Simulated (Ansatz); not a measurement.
Reaction (cleavage of the Si–Si bond): `O=C[SiH](F)[SiH3]` + `C[O][GeH]([OH])[Cl]` → `C[O][GeH]([Cl])[O][SiH3]` + `O=C[SiH2]F`

Gas-phase electronic energies from Ansatz, PBE0-D4/def2-TZVP geometries. CCSD(T)/CBS is the MP2 limit (def2-TZVPP, def2-QZVPP) plus CCSD(T) − MP2 in def2-TZVPP, frozen cores. Functionals use def2-TZVPP. For Ge outer-core shells are correlated without core-valence functions, which leaves a few kJ/mol of doubt a bond. Scalar relativity is left out up to krypton. Each species was taken in one conformer, which may not be the lowest.

```json
{"species": "`O=C[SiH](F)[SiH3]`", "B2PLYP energy (Eh)": "-794.92946"}
{"species": "`C[O][GeH]([OH])[Cl]`", "B2PLYP energy (Eh)": "-2728.32033"}
{"species": "`C[O][GeH]([Cl])[O][SiH3]`", "B2PLYP energy (Eh)": "-3018.93884"}
{"species": "`O=C[SiH2]F`", "B2PLYP energy (Eh)": "-504.35112"}
```

Task: Work out ΔE.

Result: ΔE = (-3018.93884) + (-504.35112) − (-794.92946) − (-2728.32033) = -0.04017 Eh = -105.5 kJ/mol. CCSD(T)/CBS gives -104.9 kJ/mol.

Largest T1 diagnostic among the species: 0.015.

From PBE to PBE0 (25 % exact exchange), in def2-TZVPP and without D4, ΔE moves by −10.6 kJ/mol. In def2-TZVPP, CCSD(T) changes the Hartree–Fock value by +22.0 kJ/mol (the triples alone add +3.0 kJ/mol) and MP2 by +14.0 kJ/mol. The D4 term adds −4.2 kJ/mol with B3LYP and −2.6 kJ/mol with PBE0; it sums over pairs of atoms, weighted by their polarisabilities, and B3LYP, whose exchange is more repulsive, gets the larger term.

B3LYP here is the variant with VWN-RPA as its local correlation; programs differ in this.
